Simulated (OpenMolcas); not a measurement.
# What dynamic correlation does to the levels of S

- Program: OpenMolcas
- Basis: ANO-RCC-VTZP [5s4p2d1f]
- Scalar Hamiltonian: DKH2, point nucleus
- Active space: 6 electrons in 4 orbitals (3s 3p)
- State averaging: 2S+1 = 3 even, 3 roots; 2S+1 = 1 even, 6 roots; 2S+1 = 3 odd, 3 roots (0 in the spin-orbit step)
- Spin-orbit coupling: RASSI with atomic mean-field integrals over the reference wave functions, term energies averaged over their components

Methods on the same reference wave functions:
A. CASSCF
B. SS-CASPT2, IPEA 0.25 Eh, imaginary shift 0.1 Eh (closed shells correlated: 2s 2p)
C. XMS-CASPT2, IPEA 0.25 Eh, imaginary shift 0.1 Eh (closed shells correlated: 2s 2p)

Energies in cm-1 above 3s2 3p4 3P2, the measured ground level; measured values from NIST Handbook of Basic Atomic Spectroscopic Data.

| Level | A | B | C | Measured |
| --- | --- | --- | --- | --- |
| 3s2 3p4 3P2 | 0.0 | 0.0 | 0.0 | 0.0 |
| 3s2 3p4 3P1 | 367 | 369 | 368 | 396 |
| 3s2 3p4 3P0 | 536 | 538 | 538 | 574 |
| 3s2 3p4 1D2 | 11740 | 9590 | 9850 | 9239 |
| 3s2 3p4 1S0 | 21467 | 22130 | 23350 | 22180 |

Deviations, from unrounded energies. A percentage is the sum of absolute deviations over the sum of measured energies, with the sign that they share, or ± where signs differ.

| Against measurement | Levels | A | B | C |
| --- | --- | --- | --- | --- |
| mean absolute deviation (cm-1) | 4 | 820 | 120 | 460 |
| fine structure of the ground term (%) | 2 | -6.8 | -6.5 | -6.5 |
| other terms of the ground configuration (%) | 2 | ±10.2 | ±1.3 | +5.7 |

B lies closest to measurement on these levels and A furthest from it. The largest miss of B in the table is 3s2 3p4 1D2, by +350 cm-1. The ranking rests on the paired levels alone, and a cruder setting can come out closer through cancelling errors.

Between B and C the level of the table that moves most is 3s2 3p4 1S0, by 1200 cm-1 (lowest in B, highest in C). Moves below CASPT2's spread within the term are not significant.

The mean deviations of B to C differ by less than CASPT2's widest spread within a term (580 cm-1), so their order carries little weight.

From A to B the spin-free energies of the other terms of 3s2 3p4 shown, above 3P, scale by factors of 0.81 to 1.03.

The lowest spin-free term lies below A's lowest term by 0.144 hartree in B, 0.150 hartree in C.

CASPT2 does not keep the components of a term degenerate, so their means are used; among the terms shown or strongly mixed into the levels shown the widest spread is 580 cm-1 (3s2 3p4 1D, C). No level of 3s 3p5 was computed, though it lies in the active space. Without dynamic correlation excited terms often stand tens of per cent too high (terms of higher spin than the ground term too low), and those without a measured partner can miss by more than the paired ones (holds for A). Computed and measured levels are paired by configuration, term and J; levels that our copy of the source lacks, or whose pairing is in doubt (as where it misses far off the trend of its configuration), stay unpaired and out of the deviations. Levels of configurations outside the active space are missing.
